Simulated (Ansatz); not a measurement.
[GeH3]- (GeH3⁻), relaxed as a singlet with RKS r2SCAN-D4/def2-TZVPD in Ansatz, starting from the GFN2-xTB geometry. Force threshold 0.02 eV/Å.

The highest occupied level of the charge -1 singlet lies above zero (up to 0.74 eV). By energy differences its removal costs 2.08 eV (vertical, to the charge 0 doublet, at r2SCAN-D4/def2-TZVPD); a positive level beside a positive removal energy at the same level points to self-interaction error.

Start:

```xyz
4

Ge   -0.195   -0.734   -0.118
H    -1.137    0.667   -0.586
H     1.240    0.058   -0.743
H     0.092    0.009    1.448
```

Q: Estimate the energy that the relaxation releases and the steps that it takes.

A: 6.5 kcal/mol, in 4 steps; 3.6 s on 4 threads of Arm Neoverse V1 on a shared host. No frequencies were taken in this run, so the end may be a saddle point.

Q: Does the start keep its bonding and symmetry?

A: By distances, no bond broke or formed. The bond that changes most is Ge1–H4, from 1.76 to 1.61 Å (atoms count from 1). Point group Cs at the start, C3v at the end, both within 0.05 Å.

Q: Predict the relaxed structure.

A: 
```xyz
4

Ge   -0.171   -0.641   -0.104
H    -1.078    0.612   -0.554
H     1.164    0.037   -0.698
H     0.085   -0.007    1.355
```
Bond lengths: 3 × Ge–H 1.61 Å.
